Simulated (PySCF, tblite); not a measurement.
Isomers of C5H12N2OSi. All values are computed: GFN2-xTB (tblite) harmonic vibrations without scaling, gas phase. This tight-binding method is rough: wavenumbers can miss measured ones by several per cent, in bad cases by 10 to 20. Modes of hydrogen on silicon can be 10 to 20 % off. One conformer each.

Electronic energies: PBE0/pcSseg-1 single points on the GFN2-xTB geometries (PySCF, gas phase).

| SMILES | electronic energy, lowest = 0 (kJ/mol) |
| --- | --- |
| C[C@@](CO)(CC#N)[SiH2]N | 116.7 |
| [H]/N=C/C(C)(C)[SiH2]NC=O | 63.6 |
| CC(=O)N[C@@H]1CN[SiH2]C1 | 0.0 |
| CO[C@@](C)(CC#N)[SiH2]N | 153.6 |

Question: How do GFN2-xTB zero-point energies change the relative energies?

Answer: 
```json
{"SMILES": "CC(=O)N[C@@H]1CN[SiH2]C1", "ZPE (kJ/mol)": "440.4", "of it from modes above 1550 cm⁻¹": "221.8", "electronic (kJ/mol)": "0.0", "with ZPE, lowest = 0 (kJ/mol)": "0.0", "lowest mode (cm⁻¹)": "29", "rings": "1"}
{"SMILES": "[H]/N=C/C(C)(C)[SiH2]NC=O", "ZPE (kJ/mol)": "433.0", "of it from modes above 1550 cm⁻¹": "231.3", "electronic (kJ/mol)": "63.6", "with ZPE, lowest = 0 (kJ/mol)": "56.1", "lowest mode (cm⁻¹)": "27", "rings": "0"}
{"SMILES": "C[C@@](CO)(CC#N)[SiH2]N", "ZPE (kJ/mol)": "433.2", "of it from modes above 1550 cm⁻¹": "228.3", "electronic (kJ/mol)": "116.7", "with ZPE, lowest = 0 (kJ/mol)": "109.5", "lowest mode (cm⁻¹)": "47", "rings": "0"}
{"SMILES": "CO[C@@](C)(CC#N)[SiH2]N", "ZPE (kJ/mol)": "430.0", "of it from modes above 1550 cm⁻¹": "225.5", "electronic (kJ/mol)": "153.6", "with ZPE, lowest = 0 (kJ/mol)": "143.2", "lowest mode (cm⁻¹)": "47", "rings": "0"}
```

The zero-point energies span 10.4 kJ/mol, from `CO[C@@](C)(CC#N)[SiH2]N` to `CC(=O)N[C@@H]1CN[SiH2]C1`. The order is unchanged.

Question: And how do the electronic energies of GFN2-xTB itself compare?

Answer: `CC(=O)N[C@@H]1CN[SiH2]C1` 0.0; `[H]/N=C/C(C)(C)[SiH2]NC=O` 123.8; `C[C@@](CO)(CC#N)[SiH2]N` 174.6; `CO[C@@](C)(CC#N)[SiH2]N` 182.3 kJ/mol, lowest = 0. Against the energies above, taken from the same isomer `CC(=O)N[C@@H]1CN[SiH2]C1`, the largest difference is 60.2 kJ/mol.

Question: What do entropy and thermal enthalpy add at 298.15 K and 1 bar (rigid rotor, harmonic oscillator, one conformer each)?

Answer: 
| SMILES | point group | symmetry number | S (J/(mol K)) | H − H(0) (kJ/mol) | ZPE + H − H(0) − TS (kJ/mol) |
| --- | --- | --- | --- | --- | --- |
| CC(=O)N[C@@H]1CN[SiH2]C1 | C1 | 1 | 433.7 | 30.96 | 342.0 |
| [H]/N=C/C(C)(C)[SiH2]NC=O | C1 | 1 | 457.9 | 34.58 | 331.0 |
| C[C@@](CO)(CC#N)[SiH2]N | C1 | 1 | 448.8 | 34.67 | 334.0 |
| CO[C@@](C)(CC#N)[SiH2]N | C1 | 1 | 455.3 | 35.30 | 329.5 |
